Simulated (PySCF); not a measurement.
Compound: H8P4Si.
SMILES with atom numbers: `[PH2:1][Si:2]([PH2:3])([PH2:4])[PH2:5]` (hydrogens: H6, H7 on P1; H8, H9 on P3; H10, H11 on P4; H12, H13 on P5)

Geometry (PBE0-D3(BJ)/def2-TZVP, Å), atoms numbered from 1 in this order:
```xyz
13
H8P4Si angstrom
P     -0.756   -0.803    2.004
Si     0.173   -0.057    0.084
P      2.097   -1.217   -0.156
P      0.601    2.136    0.414
P     -0.970   -0.370   -1.838
H     -1.176   -2.031    1.428
H     -2.000   -0.162    1.757
H      2.716   -0.596    0.961
H      2.642   -0.299   -1.093
H     -0.750    2.541    0.226
H      0.946    2.357   -0.946
H     -2.171    0.185   -1.320
H     -1.344   -1.706   -1.530
```

Level: wB97X-D/pcSseg-2 in PySCF, non-relativistic, on one gas-phase PBE0-D3(BJ)/def2-TZVP geometry that isn't relaxed in the solvent. The solvent is an IEF-PCM continuum (Bondi radii, 1.10 Å for H, scaled by 1.2). Specific hydrogen bonds and non-electrostatic terms are outside this model.

Gas phase at wB97X-D/pcSseg-2: HOMO -8.92 eV, LUMO 0.83 eV, dipole 1.23 D.

Task: What does the continuum do to the energy, the frontier levels and the dipole at wB97X-D/pcSseg-2 in chloroform?

Result: 
```
   solvent      ε  E(solvent) − E(gas) (kcal/mol)  polarisation term (kcal/mol)  distortion of the solute (kcal/mol)  HOMO (eV)  LUMO (eV)  dipole (D)
chloroform  4.711                           -3.03                         -3.47                                 0.44      -8.77       1.05        1.69
```

Polarisation term: ½ Σ q·V over the induced surface charges. Distortion: the rise of the solute's own energy as its density leaves the gas-phase optimum.

Task: Which radius a makes the point-dipole formula ΔE = −[(ε − 1)/(2ε + 1)]·μ²/a³ give the value in chloroform, with the gas-phase dipole?

Result: μ = 0.483 au and |ΔE| = 0.00483 Eh give a = 1.37 Å; the farthest nucleus lies 2.94 Å from the centroid of the nuclei, so such a sphere wouldn't even hold the nuclei. The formula assumes a rigid point dipole at the centre of a sphere.

Task: Give the dipole vector in the frame of the coordinates (D, pointing from negative to positive charge), gas and chloroform.

Result: Gas (-1.12, 0.25, -0.44), solvent (-1.54, 0.34, -0.60). Its length changes by +37 % and its direction by less than 1°.

The run took 2.4 min wall on one thread, Arm Neoverse N1 (aarch64), no GPU, shared host with 64 logical CPUs at a one-minute load of 55, and the process peaked at 1.7 GiB of memory. This is the whole shielding run at wB97X-D/pcSseg-2 in chloroform, SCF included.

wB97X-D is run here without its empirical dispersion term; that term would change no orbital, density or response property at a fixed geometry.
